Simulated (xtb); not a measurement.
BI$_{3}$ (SMILES IB(I)I), singlet, geometry from GFN2-xTB, atoms displaced at random by about 0.1 Å a coordinate.

xtb was given this input:
```
$ xtb mol.xyz --gfn 2 --opt --json

# file mol.xyz
4

B     -0.08500516    -0.02833432     0.15047503
I      2.07891319    -0.42463951    -0.68943819
I     -0.71465792    -0.82839805     1.75192218
I     -1.25549641     1.14378953    -1.18303582
```

**Question.** Give the total energy at the end of the optimisation at the level xtb 6.7.1 with GFN2-xTB.

**Answer.** -12.750653 Ha

**Question.** Estimate the dipole moment that GFN2-xTB returns for this input.

**Answer.** 0.01 D

**Question.** What HOMO-LUMO gap does GFN2-xTB give?

**Answer.** 3.42 eV
